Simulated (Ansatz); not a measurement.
Sn(NH2)H3 (SnNH5), relaxed as a singlet with RKS r2SCAN-D4/def2-TZVP in Ansatz, starting from the GFN2-xTB geometry. Force threshold 0.02 eV/Å.

In the def2 sets Sn takes a core potential; there is no spin–orbit coupling.

Start:

```xyz
7

Sn   -0.2381   -0.7200   -0.0901
N     0.2862    1.2081   -0.0818
H     1.2780    1.3970   -0.0463
H    -0.1504    1.7849    0.6225
H     0.5998   -1.3834   -1.3475
H    -1.8630   -0.7181   -0.3740
H     0.0875   -1.5687    1.3172
```

```csv
step,energy (eV),largest force component (eV/Å),SCF passes
1,-7404.2759,0.815,17
2,-7404.3430,0.252,20
3,-7404.3539,0.106,21
4,-7404.3551,0.036,21
5,-7404.3554,0.022,21
6,-7404.3554,0.011,21
```

Force components are those of the run's own axes.

End:

```xyz
7

Sn   -0.2433   -0.7156   -0.1125
N     0.2954    1.2531   -0.1151
H     1.2938    1.3727    0.0228
H    -0.1609    1.7731    0.6277
H     0.6148   -1.4234   -1.4029
H    -1.9269   -0.7287   -0.3729
H     0.1270   -1.5311    1.3531
```

By distances, no bond broke or formed. The bond that changes most is Sn1–H6, from 1.65 to 1.70 Å (atoms count from 1).

No frequencies were taken in this run, so the end may be a saddle point.

It took 4.3 s on 4 threads of Arm Neoverse V2 on a shared host.
